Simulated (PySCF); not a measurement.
A species of formula C7H11F has this rotational fingerprint, computed with PBE0/def2-SVPD in PySCF (dipole) on a GFN2-xTB geometry, gas phase:

* Rotational constants: A = 2378, B = 1851, C = 1155 MHz
* Dipole components: |μa| = 0.85 D, |μb| = 1.77 D, |μc| = 0.16 D
* Inertial defect: -48.01 u·Å²
* κ: 0.14

Task: Which structure is it? (One computed conformer of each.)
A. `[CH2:1]=[CH:2][C@H:3]([F:4])/[CH:5]=[CH:6]/[CH2:7][CH3:8]` with C1–C2–C3–F4 9°, C2–C3–C5–C6 -103°, C5–C6–C7–C8 121°
B. `[CH2:1]=[C:2]1[CH2:3][CH2:4][CH2:5][C@H:6]([F:7])[CH2:8]1` with C1–C2–C3–C4 122°, C2–C3–C4–C5 56°, C3–C4–C5–C6 -58°, C4–C5–C6–F7 179°
C. `[CH2:1]=[CH:2][C@@H:3]1[C@H:4]([CH3:5])[CH2:6][C@H:7]1[F:8]` with C1–C2–C3–C4 -118°, C2–C3–C4–C5 -17°, C3–C4–C6–C7 13°, C4–C6–C7–F8 -131°, C2–C3–C7–C6 135°
D. `[CH3:1][C@@H:2]1[CH:3]=[C:4]([F:5])[CH2:6][CH2:7][CH2:8]1` with C1–C2–C3–C4 -138°, C3–C4–C6–C7 -15°, C4–C6–C7–C8 46°, C6–C7–C8–C2 -65°
E. `[CH3:1][C@@H:2]1[CH2:3][CH:4]=[C:5]([F:6])[CH2:7][CH2:8]1` with C1–C2–C3–C4 -169°, C2–C3–C4–C5 15°, C4–C5–C7–C8 16°, C5–C7–C8–C2 -48°

Result: C. It is C=C[C@@H]1[C@H](C)C[C@H]1F, an asymmetric top, point group C1. The candidates at the same level (rigid rotor, commonest isotopes):

```csv
SMILES,A (MHz),B (MHz),C (MHz),μa (D),μb (D),μc (D),Δ (u·Å²),point group,rotor
C=C[C@H](F)/C=C/CC,5143,814.7,746.4,1.40,1.56,0.58,-41.53,C1,near-prolate asymmetric top
C=C[C@@H]1[C@H](C)C[C@H]1F,2378,1851,1155,0.85,1.77,0.16,-48.01,C1,asymmetric top
C[C@@H]1CC=C(F)CC1,4505,1363,1101,2.02,0.30,0.02,-24.04,C1,asymmetric top
C[C@@H]1C=C(F)CCC1,3042,1705,1172,1.57,1.32,0.12,-31.28,C1,asymmetric top
C=C1CCC[C@H](F)C1,3130,1726,1218,1.56,1.13,0.17,-39.53,C1,asymmetric top
```

`C=C1CCC[C@H](F)C1` has A 32 % too high; `C[C@@H]1CC=C(F)CC1` has A 89 % too high; `C[C@@H]1C=C(F)CCC1` has A 28 % too high; `C=C[C@H](F)/C=C/CC` has A 116 % too high. No structure here is proved a minimum.
